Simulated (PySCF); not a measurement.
How methods differ on the excitation energy of Si

Si [Ne] 3s2 3p2 (3P) → Si [Ne] 3s2 3p1 3d1 (high-spin determinant), as a difference of total energies. Computed with PySCF 2.14 in aug-cc-pVQZ-DK, with the spin-free X2C one-electron Hamiltonian (Gaussian nucleus). Correlated levels: valence: [Ne] frozen. The calculations carry no spin-orbit coupling.

```csv
method,excitation energy (eV)
UHF,6.454
LDA,6.149
PBE,6.071
PBE0,6.274
r2SCAN,6.427
wB97X-V,6.575
TPSS,6.217
CAM-B3LYP,6.406
revPBE,6.043
MP2 (valence),6.580
SCS-MP2 (valence),6.548
```

Task: How much does correlation contribute at MP2 (valence)?

Result: 6.580 − (6.454) = 0.126 eV, measured against UHF.

The promoted electron is Rydberg-like, and one or two diffuse shells describe it only roughly, which tends to raise the upper state.

The determinant of the upper state mixes LS terms, which raises its energy above the lowest term, most at the Hartree-Fock and MP2 levels.
